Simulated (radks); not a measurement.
Pm, configuration [Xe] 4f5 6s2 (the NIST ground configuration). All-electron calculation, Dirac Kohn-Sham, Slater X-alpha with alpha = 0.667, spin-unpolarised, spherical densities, finite nucleus; open shells are shared between the two j in proportion to 2j + 1; Fermi nuclear charge, rms radius 4.962 fm. Program: a radial shooting solver on a logarithmic mesh with Libxc functionals.

Spin-orbit splittings of the eigenvalues, e(l+1/2) - e(l-1/2), with zeta = 2 splitting/(2l+1) and mean radii in bohr:

shell  occ.  splitting (eV)  zeta (eV)  <r> j=l-1/2  <r> j=l+1/2
2p        6           559.5      373.0      0.08248      0.08899
3p        6           112.4      74.96       0.2500       0.2627
3d       10           24.39      9.757       0.2340       0.2380
4p        6           24.70      16.47       0.6083       0.6372
4d       10           4.387      1.755       0.6829       0.6933
4f        5          0.4676     0.1336        1.067        1.094
5p        6           3.302      2.202        1.633        1.732
